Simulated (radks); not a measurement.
Effect of the nuclear size on the magnesium ion Mg3+, [He] 2s2 2p5. Method: Dirac Kohn-Sham, BLYP, spin-unpolarised, spherical densities, finite nucleus; open shells are shared between the two j in proportion to 2j + 1; Fermi nuclear charge, rms radius 3.057 fm; computed with a radial shooting solver on a logarithmic mesh with Libxc functionals. The rms radius is varied about that value; shifts are against it.

| rms radius (fm) | total energy shift (eV) | density at nucleus (e/bohr^3) | 1s1/2 shift (meV) |
|---|---|---|---|
| 2.5281 | -0.000840 | 1167 | -0.347 |
| 2.8216 | -0.000393 | 1165 | -0.163 |
| 3.057 | 0 | 1164 | 0.000 |
| 3.3535 | 0.000539 | 1163 | 0.223 |
| 3.7173 | 0.00127 | 1162 | 0.525 |

Slopes of the eigenvalues against <r^2> in GHz/fm^2, as finite differences over the two radii next to the reference (eigenvalue slopes, not the field-shift constants of lines): 1s1/2 28.4.
